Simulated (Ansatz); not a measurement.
CH$_{6}$AlFO$_{2}$Si, SMILES `C[O][Al]([F])[O][SiH3]` from Hartree–Fock to CCSD(T)

```xyz
12

C     0.2092   -2.2657   -0.9601
O     1.1923   -1.2688   -0.9768
Al    1.2820    0.2975   -0.4090
F     2.6747    1.1243   -0.6560
O     0.0128    1.0298    0.3893
Si   -1.0498    1.9662    1.1878
H     0.5888   -3.1530   -0.4444
H    -0.0464   -2.5529   -1.9845
H    -0.7089   -1.9429   -0.4556
H    -1.5523    3.0420    0.2935
H    -2.1994    1.1396    1.6409
H    -0.4030    2.5840    2.3750
```

Total charge 0; spin multiplicity 1. The structure was optimised at the PBE0-D4/def2-TZVP level. It is one conformer, not always the lowest. Frozen core, restricted reference, Ansatz. CBS rows extrapolate triple and quadruple zeta; past MP2 they add the triple-zeta difference.

| basis | HF (Eh) | MP2 corr. | CCSD corr. | (T) | CCSD(T) total |
| --- | --- | --- | --- | --- | --- |
| def2-TZVPP | -821.76676 | ? | -1.12511 | ? | ? |
| def2-QZVPP | -821.79866 | ? | – | – | – |
| CBS(def2) | -821.80305 | ? | -1.28082 | as TZ | ? |

Task: Fill in the withheld values. (Estimate.)

Result: Ansatz gave: def2-TZVPP MP2 corr.: -1.08904; def2-TZVPP (T): -0.03673; def2-TZVPP CCSD(T) total: -822.92860; def2-QZVPP MP2 corr.: -1.17848; CBS(def2) MP2 corr.: -1.24474; CBS(def2) CCSD(T) total: -823.12060.
